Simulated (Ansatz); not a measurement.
Species: trichloro(fluoro)silane, sum formula SiCl$_{3}$F (charge 0, singlet). 
Coordinates optimised at B3LYP-D3(BJ)/def2-TZVP (Ansatz, a quantum-chemistry and plane-wave program):
```xyz
5

Si    -0.0053    -0.0172     0.2458
F     -0.0394    -0.1275     1.8223
Cl     1.7954    -0.6816    -0.4000
Cl    -0.2722     1.9249    -0.2624
Cl    -1.4979    -1.1616    -0.5048
```

Atomisation energy built up term by term with Ansatz (kcal/mol; UHF references for open shells; valence terms freeze the core; atomic spin-orbit terms are left out). CBS marks a two-point X^-3 extrapolation of the correlation energy; Hartree-Fock from the larger set (for Q and 5 zeta extrapolated as (X+1)exp(-9√X)).

```csv
term,basis,kcal/mol
Hartree-Fock,"CBS(cc-pV(Q+d)Z,cc-pV(5+d)Z)",?
CCSD correlation,"CBS(cc-pV(Q+d)Z,cc-pV(5+d)Z)",?
(T),"CBS(cc-pV(Q+d)Z,cc-pV(5+d)Z)",11.59
core correlation,cc-pwCVTZ,0.33
scalar relativity (X2C),cc-pVTZ-DK against cc-pVTZ,-1.69
sum: De,,?
```

Problem. What belongs in the gaps?

Solution. 
- Hartree-Fock, kcal/mol: 321.26
- CCSD correlation, kcal/mol: 103.83
- sum: De, kcal/mol: 435.3
